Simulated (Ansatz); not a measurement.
Isolated molecules relaxed with PBE0-D4/def2-TZVP in Ansatz; ΔE leaves out vibrations. CBS: MP2 limit from def2 TZ/QZ plus the TZ coupled-cluster correction, frozen cores. DFT in def2-TZVPP. B3LYP here is the variant with VWN-RPA as its local correlation; programs differ in this. def2 core potentials past Kr. For In outer-core shells are correlated without core-valence functions, which leaves a few kJ/mol of doubt a bond. Each species was taken in one conformer, which may not be the lowest.

Consider the ligand exchange at the Si–O bond: `[SiH3][O][In]([SH])[O][SiH3]` + `CC[SiH2]O` → `CC[SiH2]O[SiH3]` + `[OH][In]([SH])[O][SiH3]`.

`[SiH3][O][In]([SH])[O][SiH3]`:

```xyz
13

Si    1.883    0.712    1.310
O     0.398    1.382    1.197
In   -1.307    0.942    0.330
S    -3.275    2.165    0.681
O    -1.274   -0.614   -0.874
Si   -0.147   -1.624   -1.486
H     2.503    1.130    2.595
H     1.809   -0.778    1.280
H     2.755    1.154    0.188
H    -3.966    1.373   -0.158
H    -0.618   -2.133   -2.802
H     0.084   -2.782   -0.578
H     1.156   -0.927   -1.685
```

`CC[SiH2]O`:

Z-matrix (Å, degrees):
```
C
C 1 1.526
H 1 1.094 2 111.5
H 1 1.093 2 111.3 3 -120.0
H 1 1.093 2 111.8 3 120.2
Si 2 1.868 1 113.6 3 58.5
H 2 1.096 1 110.5 3 -179.4
H 2 1.097 1 110.5 3 -62.4
O 6 1.653 2 112.4 1 59.9
H 6 1.494 2 108.7 1 -61.8
H 6 1.484 2 110.7 1 177.7
H 9 0.957 6 117.6 2 -78.7
```

`CC[SiH2]O[SiH3]`:

```xyz
15

C     1.169    1.639   -0.074
C     0.012    1.239    0.837
Si   -0.032   -0.580    1.250
O    -0.121   -1.489   -0.114
Si   -0.953   -1.796   -1.482
H     1.167    2.712   -0.279
H     2.134    1.392    0.376
H     1.117    1.122   -1.035
H    -0.948    1.515    0.384
H     0.060    1.786    1.786
H     1.213   -0.983    1.956
H    -1.206   -0.881    2.116
H    -0.240   -2.852   -2.241
H    -1.043   -0.567   -2.318
H    -2.330   -2.257   -1.163
```

`[OH][In]([SH])[O][SiH3]`:

Z-matrix (Å, degrees):
```
Si
O 1 1.627
H 1 1.488 2 110.7
H 1 1.488 2 110.7 3 -120.8
H 1 1.498 2 111.0 3 119.6
In 2 1.982 1 134.4 3 -119.8
S 6 2.350 2 120.5 1 0.1
O 6 1.964 2 112.7 1 -179.9
H 7 1.346 6 91.4 2 0.0
H 8 0.962 6 110.9 2 0.0
```

| level | ΔE (kJ/mol) | difference from CCSD(T)/CBS |
| --- | --- | --- |
| PBE0-D4 | -6.4 | -1.7 |
| B3LYP-D4 | -8.1 | -3.4 |
| ωB97M-V | -5.2 | -0.5 |
| B2PLYP | -6.2 | -1.5 |
| PBE | -8.5 | -3.8 |
| PBE0 | -6.3 | -1.6 |
| HF/def2-TZVPP | -2.3 | 2.4 |
| SCS-MP2/def2-TZVPP | -3.8 | 0.9 |
| CCSD/def2-TZVPP | -3.2 | 1.5 |
| CCSD(T)/def2-TZVPP | -3.2 | 1.5 |
| HF/def2-QZVPP | -2.6 | 2.1 |
| MP2/def2-QZVPP | -4.6 | 0.1 |
| SCS-MP2/def2-QZVPP | -4.7 | 0.0 |
| HF/CBS(def2) | -2.7 | 2.0 |
| MP2/CBS(def2) | -5.1 | -0.4 |
| CCSD/CBS(def2) | -4.7 | 0.0 |
| CCSD(T)/CBS | -4.7 | 0 |

Largest T1 diagnostic among the species: 0.016.
